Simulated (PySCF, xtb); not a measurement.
C4H4BFO, SMILES O=C(C)B(F)C#C.

GFN2-xTB in xtb 6.7.1 at its own geometry gives an orbital gap of 2.50 eV and a dipole moment of 3.03 D.

Coordinates come from a B3LYP-D3(BJ)/def2-SVP optimisation. The structure was generated by enumeration, and PubChem lists no compound with its InChIKey, so it may never have been made. One conformer was computed; it need not be the lowest.

### Question
What does PBE/def2-TZVP run with PySCF give? (The exact figures need the calculation; the answer reports its results.)

### Answer
gap 2.87 eV (levels -5.71 and -2.84 eV), dipole 2.94 D.
